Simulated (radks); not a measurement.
Question: Radial electron density D(r) = 4 pi r^2 rho(r) of an atom or ion with 31 electrons. All-electron calculation, scalar-relativistic Kohn-Sham, PBEsol, spin-polarised, spherical densities, finite nucleus; Fermi nuclear charge, rms radius of each element as measured or else 0.836 A^(1/3) + 0.57 fm. Program: a radial shooting solver on a logarithmic mesh with Libxc functionals.

| r (bohr) | D(r) (e/bohr) | spin D(r) |
|---|---|---|
| 0.001217 | 2.745 | -0.0000392 |
| 0.001547 | 4.126 | -0.0000550 |
| 0.001983 | 6.223 | -0.0000730 |
| 0.002521 | 9.150 | -0.0000845 |
| 0.00323 | 13.41 | -0.0000667 |
| 0.00414 | 19.23 | 0.0000435 |
| 0.005263 | 26.57 | 0.000380 |
| 0.006744 | 35.88 | 0.00130 |
| 0.008573 | 46.04 | 0.00345 |
| 0.01099 | 56.47 | 0.00849 |
| 0.01408 | 64.80 | 0.0193 |
| 0.0179 | 68.68 | 0.0401 |
| 0.02293 | 67.32 | 0.0795 |
| 0.02916 | 62.53 | 0.142 |
| 0.03736 | 59.39 | 0.230 |
| 0.04788 | 64.19 | 0.317 |
| 0.06086 | 76.57 | 0.346 |
| 0.07799 | 87.51 | 0.253 |
| 0.09915 | 84.43 | 0.0713 |
| 0.1271 | 68.93 | 0.00316 |
| 0.1628 | 60.09 | 0.295 |
| 0.207 | 67.02 | 0.702 |
| 0.2652 | 70.44 | 0.581 |
| 0.3372 | 52.24 | 0.0432 |
| 0.4321 | 25.69 | 0.373 |
| 0.5537 | 11.94 | 1.70 |
| 0.7039 | 7.044 | 2.03 |
| 0.902 | 2.748 | 0.976 |
| 1.147 | 0.4909 | 0.196 |
| 1.469 | 0.02836 | 0.0129 |
| 1.883 | 0.0004261 | 0.000224 |

What is the nuclear charge?

Answer: Z = 53. The innermost maximum, from 1s, lies near gamma/Z bohr with gamma = sqrt(1 - (Z/c)^2) = 0.922, here 0.0174 bohr (found: 0.0189), and its height grows with Z. The density is that of the iodine ion I22+ in [Ar] 3d10 4s2 4p1; the configuration itself is not fixed sharply by these data, and Z only to a few units. D(r) has 3 maxima, at r = 0.0189, 0.0838, 0.247 bohr, and minima at 0.0374, 0.163 bohr, inside which lie 1.99, 11.21 electrons.
